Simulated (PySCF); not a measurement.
**Electronic structure of Sb²⁺ (antimony, charge +2) at the UHF level**

Configuration: [Kr] 4d10 5s1 5p1 6s1, high-spin 4P determinant (an excited configuration). Calculation: PySCF 2.14, in aug-cc-pVTZ-PP with ECP28MDF; scalar relativity through the core potential.

```json
{
  "Total energy": "-237.721261 hartree",
  "One-electron energy": "-399.8385 hartree",
  "Hartree (Coulomb) energy": "179.9793 hartree",
  "Exchange energy": "-17.8621 hartree",
  "⟨S²⟩": "3.7513",
  "⟨L²⟩": "2.427",
  "Sum of ⟨r⟩": "26.13 bohr",
  "Sum of ⟨r²⟩": "53.43 bohr²",
  "Traceless quadrupole moment −½Σ⟨3z² − r²⟩ along its main axis": "-6.67 e·bohr²"
}
```

```
shell  electrons  mean orbital energy (eV)  spread (eV)  rms radius, mean of both spins (bohr)
 4s α          1                   -201.89            0                                  0.849
 4s β          1                   -201.06            0                                  0.849
 4p α          3                   -149.18        0.233                                  0.916
 4p β          3                   -148.69        0.718                                  0.916
 4d α          5                   -68.224        0.508                                   1.09
 4d β          5                   -67.692        0.830                                   1.09
 5s α          1                   -39.133            0                                   2.17
 5p α          1                   -28.472            0                                   2.59
 6s α          1                   -13.560            0                                   4.86
```

Energies and moments cover only the electrons outside the core potential. The outer electron is Rydberg-like, and this basis confines it to a smaller radius and binds it less than a complete one would.
